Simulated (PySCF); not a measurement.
H6ClGaSi2 (SMILES [SiH3][Ga]([SiH3])[Cl]), singlet, geometry from GFN2-xTB (such geometries of metal compounds can be far from the true shape); CASSCF(6,4)/STO-3G (PySCF).

The PySCF input:
```python
from pyscf import gto, scf, mcscf
import numpy

mol = gto.M(
    atom='''
Ga   -0.038151   -0.005469    0.011579
Cl    2.014347    0.048458   -0.562137
Si   -0.436398   -1.395016    1.987433
H    -1.185466   -2.626131    1.651926
H    -1.245576   -0.685641    3.001821
H     0.815349   -1.813496    2.646215
Si   -1.434208    1.357913   -1.466017
H    -2.788687    1.566362   -0.914125
H    -1.613781    0.727233   -2.791594
H    -0.854572    2.696870   -1.696666
''',
    basis='sto-3g',
    charge=0,
    spin=0,
    verbose=4,
)

mf = scf.RHF(mol)
mf.kernel()
mc = mcscf.CASSCF(mf, 4, 6)
mc.fix_spin_(ss=0.0)
mc.kernel()
occ = numpy.linalg.eigvalsh(mc.fcisolver.make_rdm1(mc.ci, mc.ncas, mc.nelecas))[::-1]
ss = mc.fcisolver.spin_square(mc.ci, mc.ncas, mc.nelecas)[0]
print('natural occupations', occ.round(4), ' <S^2>', round(ss, 4))
```

What the program printed (banner, timings and long lists left out):

```
PySCF version 2.14.0

[INPUT] verbose = 4
[INPUT] num. atoms = 10
[INPUT] num. electrons = 82
[INPUT] charge = 0
[INPUT] spin (= nelec alpha-beta = 2S) = 0
[INPUT] symmetry False subgroup None
[INPUT] Mole.unit = angstrom
[INPUT] Symbol           X                Y                Z      unit          X                Y                Z       unit  Magmom
[...]
nuclear repulsion = 490.252472825655
number of shells = 29
number of NR pGTOs = 153
number of NR cGTOs = 51
basis = sto-3g
ecp = {}

******** <class 'pyscf.scf.hf.RHF'> ********
method = RHF
initial guess = minao
damping factor = 0
level_shift factor = 0
DIIS = <class 'pyscf.scf.diis.CDIIS'>
diis_start_cycle = 1
diis_space = 8
diis_damp = 0
SCF conv_tol = 1e-09
SCF conv_tol_grad = None
SCF max_cycles = 50
direct_scf = True
direct_scf_tol = 1e-13
Set gradient conv threshold to 3.16228e-05
Initial guess from minao.
init E= -2926.80704856251
[...]
cycle= 1 E= -2930.13271022003  delta_E= -3.33  |g|= 0.418  |ddm|= 3.24
[...]
cycle= 2 E= -2930.24156554121  delta_E= -0.109  |g|= 0.0873  |ddm|= 1.19
[...]
cycle= 3 E= -2930.24624503683  delta_E= -0.00468  |g|= 0.0295  |ddm|= 0.205
[...]
cycle= 4 E= -2930.2472275229  delta_E= -0.000982  |g|= 0.0117  |ddm|= 0.122
[...]
cycle= 5 E= -2930.24743184639  delta_E= -0.000204  |g|= 0.00592  |ddm|= 0.0545
[...]
cycle= 6 E= -2930.24754024616  delta_E= -0.000108  |g|= 0.00275  |ddm|= 0.0569
[...]
cycle= 7 E= -2930.24756373793  delta_E= -2.35e-05  |g|= 0.00222  |ddm|= 0.0172
[...]
cycle= 8 E= -2930.2475881616  delta_E= -2.44e-05  |g|= 0.00183  |ddm|= 0.02
[...]
cycle= 9 E= -2930.24762743192  delta_E= -3.93e-05  |g|= 0.000976  |ddm|= 0.0498
[...]
cycle= 10 E= -2930.24763619345  delta_E= -8.76e-06  |g|= 0.000327  |ddm|= 0.0299
[...]
cycle= 11 E= -2930.24763675043  delta_E= -5.57e-07  |g|= 0.000134  |ddm|= 0.00808
[...]
cycle= 12 E= -2930.24763680039  delta_E= -5e-08  |g|= 0.00012  |ddm|= 0.000847
[...]
cycle= 13 E= -2930.24763683436  delta_E= -3.4e-08  |g|= 0.00012  |ddm|= 0.000478
[...]
cycle= 14 E= -2930.24763678863  delta_E= 4.57e-08  |g|= 0.00012  |ddm|= 0.000616
[...]
cycle= 15 E= -2930.2476364824  delta_E= 3.06e-07  |g|= 0.000116  |ddm|= 0.00425
[...]
cycle= 16 E= -2930.24763566164  delta_E= 8.21e-07  |g|= 0.000106  |ddm|= 0.0128
[...]
cycle= 17 E= -2930.2476349077  delta_E= 7.54e-07  |g|= 8.93e-05  |ddm|= 0.0149
[...]
cycle= 18 E= -2930.24763465609  delta_E= 2.52e-07  |g|= 8.31e-05  |ddm|= 0.00663
[...]
cycle= 19 E= -2930.24763442819  delta_E= 2.28e-07  |g|= 6.76e-05  |ddm|= 0.00889
[...]
cycle= 20 E= -2930.24763423258  delta_E= 1.96e-07  |g|= 4.93e-05  |ddm|= 0.0137
[...]
cycle= 21 E= -2930.24763418201  delta_E= 5.06e-08  |g|= 2.37e-05  |ddm|= 0.00835
[...]
cycle= 22 E= -2930.24763417707  delta_E= 4.94e-09  |g|= 1.9e-05  |ddm|= 0.00236
[...]
cycle= 23 E= -2930.24763417855  delta_E= -1.48e-09  |g|= 1.57e-05  |ddm|= 0.0012
[...]
cycle= 24 E= -2930.24763418071  delta_E= -2.16e-09  |g|= 5.79e-06  |ddm|= 0.000436
[...]
cycle= 25 E= -2930.24763418073  delta_E= -2.18e-11  |g|= 6.06e-06  |ddm|= 0.00057
[...]
Extra cycle  E= -2930.24763418076  delta_E= -2.82e-11  |g|= 2.35e-06  |ddm|= 1.74e-05
converged SCF energy = -2930.24763418076

******** <class 'pyscf.mcscf.mc1step.CASSCF'> ********
CAS (3e+3e, 4o), ncore = 38, nvir = 9
max_cycle_macro = 50
max_cycle_micro = 4
conv_tol = 1e-07
conv_tol_grad = None
orbital rotation max_stepsize = 0.02
orbital rotation threshold for CI restart = 0.01
augmented hessian ah_max_cycle = 30
augmented hessian ah_conv_tol = 1e-12
augmented hessian ah_linear dependence = 1e-14
augmented hessian ah_level shift = 1e-08
augmented hessian ah_start_tol = 2.5
augmented hessian ah_start_cycle = 3
augmented hessian ah_grad_trust_region = 3
kf_trust_region = 3
kf_interval = 4
ci_response_space = 4
ci_grad_trust_region = 3
with_dep4 0
natorb = False
canonicalization = True
sorting_mo_energy = False
ao2mo_level = 2
internal_rotation = False
******** <class 'pyscf.fci.addons.SpinPenaltyFCISolver'> ********
max. cycles = 50
[...]
CASCI E = -2930.24787947017  S^2 = 0.0000000
[...]
macro iter  32 ( 21 JK    4 micro), CASSCF E = -2930.35509174565  dE =  3.00014108e-07  S^2 = 0.0000000
               |grad[o]|=0.00424  |grad[c]|=0.0051  |ddm|=0.00168  |maxRot[o]|=0.033
macro iter  33 ( 25 JK    4 micro), CASSCF E = -2930.35509485445  dE = -3.10879796e-06  S^2 = 0.0000000
               |grad[o]|=0.00465  |grad[c]|=0.00238  |ddm|=0.000478  |maxRot[o]|=0.0237
macro iter  34 ( 21 JK    4 micro), CASSCF E = -2930.35509706298  dE = -2.20853372e-06  S^2 = 0.0000000
               |grad[o]|=0.0045  |grad[c]|=0.0128  |ddm|=0.00041  |maxRot[o]|=0.0846
macro iter  35 ( 21 JK    4 micro), CASSCF E = -2930.35509557958  dE =  1.48340087e-06  S^2 = 0.0000000
               |grad[o]|=0.00427  |grad[c]|=0.00359  |ddm|=0.000883  |maxRot[o]|=0.0259
macro iter  36 ( 21 JK    4 micro), CASSCF E = -2930.35509819097  dE = -2.61138939e-06  S^2 = 0.0000000
               |grad[o]|=0.00418  |grad[c]|=0.00119  |ddm|=0.000297  |maxRot[o]|=0.0252
macro iter  37 ( 21 JK    4 micro), CASSCF E = -2930.35509831706  dE = -1.26093710e-07  S^2 = 0.0000000
               |grad[o]|=0.00383  |grad[c]|=0.00174  |ddm|=0.00089  |maxRot[o]|=0.0348
macro iter  38 ( 17 JK    4 micro), CASSCF E = -2930.35509822529  dE =  9.17762009e-08  S^2 = 0.0000000
               |grad[o]|=0.00368  |grad[c]|=0.0117  |ddm|=0.00105  |maxRot[o]|=0.0648
macro iter  39 ( 22 JK    4 micro), CASSCF E = -2930.35510024819  dE = -2.02290130e-06  S^2 = 0.0000000
               |grad[o]|=0.00358  |grad[c]|=0.000651  |ddm|=0.000312  |maxRot[o]|=0.023
macro iter  40 ( 21 JK    4 micro), CASSCF E = -2930.35510251620  dE = -2.26801421e-06  S^2 = 0.0000000
               |grad[o]|=0.00351  |grad[c]|=0.00604  |ddm|=0.000637  |maxRot[o]|= 0.03
macro iter  41 ( 21 JK    4 micro), CASSCF E = -2930.35509203535  dE =  1.04808510e-05  S^2 = 0.0000000
               |grad[o]|=0.00343  |grad[c]|=0.0136  |ddm|=0.000471  |maxRot[o]|=0.0864
macro iter  42 ( 22 JK    4 micro), CASSCF E = -2930.35509618820  dE = -4.15284649e-06  S^2 = 0.0000000
               |grad[o]|=0.00339  |grad[c]|=0.00371  |ddm|=0.000659  |maxRot[o]|=0.0482
macro iter  43 ( 21 JK    4 micro), CASSCF E = -2930.35509854147  dE = -2.35327343e-06  S^2 = 0.0000000
               |grad[o]|=0.00332  |grad[c]|=0.00272  |ddm|=0.0005  |maxRot[o]|=0.0585
macro iter  44 ( 21 JK    4 micro), CASSCF E = -2930.35509914147  dE = -5.99997747e-07  S^2 = 0.0000000
               |grad[o]|=0.00298  |grad[c]|=0.00673  |ddm|=0.000371  |maxRot[o]|=0.0515
macro iter  45 ( 21 JK    4 micro), CASSCF E = -2930.35509691846  dE =  2.22300605e-06  S^2 = 0.0000000
               |grad[o]|=0.00292  |grad[c]|=0.00645  |ddm|=0.00159  |maxRot[o]|=0.044
macro iter  46 ( 21 JK    4 micro), CASSCF E = -2930.35509883257  dE = -1.91410936e-06  S^2 = 0.0000000
               |grad[o]|=0.00408  |grad[c]|=0.00289  |ddm|=0.000611  |maxRot[o]|=0.0326
macro iter  47 ( 21 JK    4 micro), CASSCF E = -2930.35509917961  dE = -3.47034529e-07  S^2 = 0.0000000
               |grad[o]|=0.00382  |grad[c]|=0.00364  |ddm|=0.000608  |maxRot[o]|=0.0211
macro iter  48 ( 21 JK    4 micro), CASSCF E = -2930.35509452238  dE =  4.65722678e-06  S^2 = 0.0000000
               |grad[o]|=0.0035  |grad[c]|=0.00754  |ddm|=0.000216  |maxRot[o]|=0.0502
macro iter  49 ( 21 JK    4 micro), CASSCF E = -2930.35509627245  dE = -1.75007472e-06  S^2 = 0.0000000
               |grad[o]|=0.00375  |grad[c]|=0.00133  |ddm|=0.000503  |maxRot[o]|=0.0209
macro iter  50 ( 21 JK    4 micro), CASSCF E = -2930.35509871230  dE = -2.43984960e-06  S^2 = 0.0000000
               |grad[o]|=0.00362  |grad[c]|=0.00688  |ddm|=0.000412  |maxRot[o]|=0.0485
1-step CASSCF not converged,  50 macro (994 JK 193 micro) steps
CASSCF canonicalization
Density matrix diagonal elements [1.93020981 1.99965203 1.06960643 1.00053173]
CASSCF energy = -2930.35509871230
CASCI E = -2930.35509871230  E(CI) = -28.8585083358289  S^2 = 0.0000000
natural occupations [2.     2.     1.0024 0.9976]  <S^2> 0.0
```

The run did not converge; its last values are not results.
